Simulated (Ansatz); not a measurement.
System: SiN2H4, charge 0, singlet. SiN2H4 (SMILES [Si](N)N).
B3LYP-D3(BJ)/def2-TZVP minimum from Ansatz (a quantum-chemistry and plane-wave program):
```xyz
7

Si    -0.1340    -0.2119     0.6146
N     -1.1776     0.4815    -0.5676
H     -0.9363     0.7938    -1.4979
H     -2.1558     0.6183    -0.3690
N      1.3559    -0.1995    -0.2502
H      2.1977    -0.5519     0.1764
H      1.5221     0.1330    -1.1899
```

Property: atomisation energy (electronic, to ground-state atoms), in kcal/mol. UHF or UKS for unpaired electrons; spin-orbit terms are left out. CBS(X,Y): correlation extrapolated as X^-3, Hartree-Fock from the larger set. A bracket is a step between two methods taken in the basis named. The functionals are non-relativistic, so their misses hold any scalar relativity. Double hybrids freeze cores in their MP2 part. 'core' is core correlation in cc-pwCVTZ (1s frozen past Ne), 'X2C' scalar relativity in cc-pVTZ-DK, both at CCSD(T). Where a partner has so few electrons that a lower coupled-cluster level is exact, that level stands in.

CCSD(T)/CBS(cc-pV(T+d)Z,cc-pV(Q+d)Z) + [CCSDT(Q) - CCSD(T)]/cc-pV(D+d)Z + core + X2C (Ansatz) gives 575.9 kcal/mol.

Task: What does PBE/def2-TZVPD (Ansatz) give here, and how do the other levels compare?

Result: PBE gives 583.7 kcal/mol, 7.8 kcal/mol above it. Differences of the others: B2PLYP/def2-TZVPD (Ansatz) -8.4; CCSD(T)/CBS(cc-pV(T+d)Z,cc-pV(Q+d)Z) + core + X2C (Ansatz) -0.8 kcal/mol. Nearer than PBE: CCSD(T)/CBS(cc-pV(T+d)Z,cc-pV(Q+d)Z) + core + X2C.
